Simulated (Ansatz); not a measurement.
Basis sets compared for Mg₇O₈. The state is a singlet with charge 0. Geometry r2SCAN-D4/def2-SVP. Ansatz on 4 threads of Arm Neoverse V1 on a shared host; times are rough, and most runs start from earlier orbitals.

```xyz
15

Mg   -2.377   -3.145   -0.695
Mg   -2.957   -3.785    2.021
Mg    1.966    2.464   -2.468
Mg    3.161    4.116   -0.477
Mg   -0.134   -0.219   -1.020
Mg    1.242    1.648    0.443
Mg   -1.009   -1.258    1.362
O     0.973    1.205   -1.562
O     0.737   -0.288    0.894
O    -3.328   -4.349    0.304
O     3.070    3.916   -2.309
O    -1.262   -1.680   -0.649
O    -1.909   -2.388    2.520
O    -0.511    0.665    0.851
O     2.340    3.099    0.785
```

The structure holds one bond between oxygen atoms, so isomers without such links may lie far lower. The restricted singlet is unstable towards broken spin symmetry in Hartree–Fock (as tested in another run); at PBE-D4/def2-SVP, PBE-D4/def2-TZVP, PBE0-D4/def2-SVP, PBE0-D4/def2-TZVP this wasn't settled. The structure comes from a short search, and lower isomers may exist.

Binding counts from free atoms (Mg singlet, O triplet) in the same basis, without a counterpoise term.

| level | functions | energy (Eh) | HOMO (eV) | LUMO (eV) | binding per atom (eV) | wall time |
| --- | --- | --- | --- | --- | --- | --- |
| PBE-D4/def2-SVP | 238 | -2000.5171 | -4.92 | -2.57 | 3.81 | 7 s |
| PBE0-D4/def2-SVP | 238 | -2000.5973 | -6.25 | -1.85 | 3.57 | 13 s |

(1) Estimate the rows for PBE-D4/def2-TZVP, PBE0-D4/def2-TZVP (with forces).

## Answers

(1) 
```tsv
level	functions	energy (Eh)	HOMO (eV)	LUMO (eV)	binding per atom (eV)	wall time
PBE-D4/def2-TZVP	472	-2001.7328	-4.92	-2.55	3.73	14 s
PBE0-D4/def2-TZVP (with forces)	472	-2001.8106	-6.24	-1.83	3.51	49 s
```
